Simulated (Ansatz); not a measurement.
The same ligand exchange along the group O, S, Se.

Calculated with Ansatz (gas phase, PBE0-D4/def2-TZVP geometries, no zero-point term in ΔE). CCSD(T)/CBS is the MP2 limit (def2-TZVPP, def2-QZVPP) plus CCSD(T) − MP2 in def2-TZVPP, frozen cores. This one scheme is used for every species. DFT in def2-TZVPP. For Ga, Se outer-core shells are correlated without core-valence functions, which leaves a few kJ/mol of doubt a bond. Scalar relativity is left out up to krypton.

| reaction | CCSD(T)/CBS(def2) (kcal/mol) |
| --- | --- |
| `C[O][GaH2]` + HCl → `[Cl][GaH2]` + CH₃OH | ? |
| `C[S][GaH2]` + HCl → `[Cl][GaH2]` + CH₃SH | -6.6 |
| `C[Se][GaH2]` + HCl → `[Cl][GaH2]` + `C[SeH]` | -2.8 |

Fill in the missing values. (An estimate is asked.)

The calculation gave: `C[O][GaH2]` + HCl → `[Cl][GaH2]` + CH₃OH: -14.6 kcal/mol.

Largest T1 diagnostic: 0.015, for `C[O][GaH2]`.
